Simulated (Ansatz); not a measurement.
SbH2Me (CH5Sb). The state is a singlet with charge 0. Geometry PBE0-D4/def2-TZVP.

Cartesian coordinates in Å:
```
Sb -0.611 -0.458 -1.169
H -1.687 0.849 -0.921
H 0.509 0.565 -1.960
C 0.330 -0.254 0.767
H -0.354 -0.629 1.529
H 0.576 0.785 0.973
H 1.237 -0.858 0.780
```

In the def2 sets Sb takes a core potential; there is no spin–orbit coupling.

(1) Estimate the orbital energies around the gap (eV) in Ansatz with PBE-D4/def2-SVP, PBE-D4/def2-TZVP, r2SCAN-D4/def2-TZVP, r2SCAN-D4/def2-TZVPD, B97M-V/def2-TZVP.

Answers

(1) 
```tsv
orbital	PBE-D4/def2-SVP	PBE-D4/def2-TZVP	r2SCAN-D4/def2-TZVP	r2SCAN-D4/def2-TZVPD	B97M-V/def2-TZVP
HOMO−5	-13.52	-13.59	-14.09	-14.09	-13.88
HOMO−4	-9.94	-10.03	-10.43	-10.43	-10.50
HOMO−3	-9.90	-9.99	-10.39	-10.39	-10.46
HOMO−2	-7.87	-7.94	-8.28	-8.28	-8.31
HOMO−1	-7.62	-7.66	-7.95	-7.95	-7.97
HOMO	-5.92	-6.03	-6.27	-6.27	-6.24
LUMO	-0.65	-0.95	-0.63	-0.73	-0.86
LUMO+1	-0.40	-0.59	-0.34	-0.41	-0.51
LUMO+2	1.00	0.32	0.88	0.41	0.54
LUMO+3	2.02	1.52	2.36	1.51	1.72
LUMO+4	2.88	1.99	2.83	1.91	2.20
LUMO+5	2.95	2.01	2.86	2.53	2.24
```
